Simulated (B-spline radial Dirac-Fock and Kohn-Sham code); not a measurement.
ΔSCF core binding energies without Breit or QED terms, calculated with a radial B-spline solver.

A sound run for zirconium as Zr⁴⁺ in the configuration 1s2 2s2 2p6 3s2 3p6 3d10 4s2 4p6: The ground state converged in 9 iterations, with total energy -3594.42454 Ha, virial ratio 1.96737 and highest orbital energy -79.96 eV. ΔSCF binding energies: K (1s) 18099.2 eV, L3 (2p3/2) 2282.7 eV, M5 (3d5/2) 234.9 eV.

A second run, with one unsound setting: The ground state converged in 9 iterations, with total energy -3435.71694 Ha, virial ratio 2.04314 and highest orbital energy -80.66 eV. ΔSCF binding energies: K (1s) 16258.1 eV, L3 (2p3/2) 2297.3 eV, M5 (3d5/2) 237.8 eV.

```
iter   energy (Ha)        error
   1    -3431.79624195  1.70e+00
   2    -3435.26978674  2.56e-01
   3    -3435.68048267  6.37e-02
   4    -3435.71365476  1.53e-02
   5    -3435.71641127  9.22e-03
   6    -3435.71693773  3.90e-04
   7    -3435.71693896  4.50e-05
   8    -3435.71693899  4.66e-06
   9    -3435.71693899  1.54e-07
```

Task: Which fault fits the second run best?
A. speed of light below Z
B. damping too heavy
C. overfilled shell
D. nuclear radius in wrong units

Result: D. The input had radius_factor = 100.0: radius_factor inflates the nucleus far beyond its size, which weakens the binding of the inner electrons.
